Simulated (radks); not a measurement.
Tl, configuration [Hg] 6p1. All-electron calculation, Dirac Kohn-Sham, PBE, spin-unpolarised, spherical densities, point nucleus; open shells are shared between the two j in proportion to 2j + 1; speed of light set to 685.18 atomic units (5 times the physical value, a model run). Program: a radial shooting solver on a logarithmic mesh with Libxc functionals.

Normalised radial functions P(r) = r R(r) (large component), r in bohr:

r	6s1/2	6p3/2
0.002579	0.0336	0.0016
0.004168	0.0470	0.0039
0.006683	0.0591	0.0089
0.01071	0.0613	0.0193
0.01731	0.0367	0.0379
0.02776	-0.0254	0.0606
0.0445	-0.0939	0.0653
0.07192	-0.0632	0.0101
0.1153	0.0991	-0.0835
0.1863	0.0930	-0.0480
0.2987	-0.1801	0.1243
0.4789	-0.0280	0.0321
0.774	0.3207	-0.2199
1.241	-0.0956	-0.0279
1.989	-0.6339	0.3960
3.215	-0.5546	0.5467
5.154	-0.1970	0.3599
8.329	-0.0237	0.1164
13.35	-0.0006	0.0143

6s1/2: eigenvalue -7.548 eV, 5 radial nodes at r = 0.0236, 0.0882, 0.220, 0.493, 1.16 bohr, <r> = 2.82 bohr, 90 % of the charge inside 4.19 bohr. 6p3/2: eigenvalue -2.562 eV, 4 radial nodes at r = 0.0757, 0.213, 0.505, 1.28 bohr, <r> = 3.88 bohr, 90 % of the charge inside 6.03 bohr.
